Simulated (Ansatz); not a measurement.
Cost and result for the atomization energy of CH7ClO3Si2, SMILES `CO[Si@@H](O)[Si@@H](O)Cl` (14 atoms, 13 bonds).

```tsv
atom	x (Å)	y (Å)	z (Å)
C1	0.159	2.125	-0.632
O2	0.848	1.273	0.258
Si3	0.996	-0.344	0.035
O4	2.120	-0.924	1.073
Si5	-0.984	-1.477	0.579
O6	-2.192	-0.587	-0.096
Cl7	-0.947	-3.373	-0.250
H8	-0.921	1.953	-0.590
H9	0.363	3.157	-0.341
H10	0.496	1.982	-1.666
H11	1.372	-0.580	-1.392
H12	3.021	-0.608	0.991
H13	-1.236	-1.700	2.026
H14	-3.094	-0.898	0.005
```

Charge 0, multiplicity 1. The structure was optimised at the PBE0-D4/def2-TZVP level. It is one conformer, not always the lowest. Program: Ansatz. All runs use 2 threads of an AMD EPYC 7R13 on a shared host and a share of an NVIDIA H100 80 GB. Times are those of one run each, without the atoms' runs, and a repeat can differ threefold. Electronic energies, without spin–orbit coupling; frozen cores. CCSD(T)/CBS adds CCSD(T) − MP2 in def2-TZVPP to the MP2 limit, and its time is that of the two runs behind it. T1 = 0.012. B3LYP takes the VWN-RPA correlation (the form of Gaussian; ORCA's B3LYP/G).

CCSD(T)/CBS is a level of theory with its own doubt, some kJ/mol a heavy atom from the limit and from the frozen cores, so smaller differences don't rank the functionals.

| level | functions | wall time | atomization (kcal/mol) | difference from CCSD(T)/CBS | per bond |
| --- | --- | --- | --- | --- | --- |
| r2SCAN-D4/def2-TZVPP (with forces) | 348 | 6 s | 1252.9 | -3.2 | -0.2 |
| ωB97X-V/def2-TZVPP | 348 | 8 s | 1255.7 | -0.4 | 0.0 |
| B3LYP-D4/def2-TZVPP (with forces) | 348 | 8 s | 1244.3 | -11.8 | -0.9 |
| PBE-D4/def2-TZVPP (with forces) | 348 | 8.1 s | 1264.5 | 8.4 | 0.6 |
| MP2/def2-QZVPP | 648 | 8.1 s | 1269.0 | 12.9 | 1.0 |
| PBE0-D4/def2-TZVPP | 348 | 8.5 s | 1240.7 | -15.4 | -1.2 |
| B2PLYP/def2-TZVPP | 348 | 11 s | 1233.2 | -22.9 | -1.8 |
| ωB97M-V/def2-TZVPP (with forces) | 348 | 11 s | 1254.0 | -2.1 | -0.2 |
| CCSD(T)/def2-TZVPP | 348 | 14 s | 1216.9 | -39.2 | -3.0 |
| CCSD(T)/CBS(def2) | – | 22 s | 1256.1 | 0.0 | 0.0 |

In def2-TZVPP, CCSD(T) changes the Hartree–Fock value by +316.6 kcal/mol (the triples alone add +18.8 kcal/mol) and MP2 by +345.2 kcal/mol; breaking electron pairs costs correlation energy, which Hartree–Fock lacks. From PBE to PBE0 (25 % exact exchange), in def2-TZVPP and without D4, the atomization energy moves by −22.6 kcal/mol: exact exchange takes away binding that semilocal exchange gives to molecules. The D4 term adds +14.1 kcal/mol with B3LYP and +7.5 kcal/mol with PBE0; it sums over pairs of atoms, weighted by their polarisabilities, and B3LYP, whose exchange is more repulsive, gets the larger term.
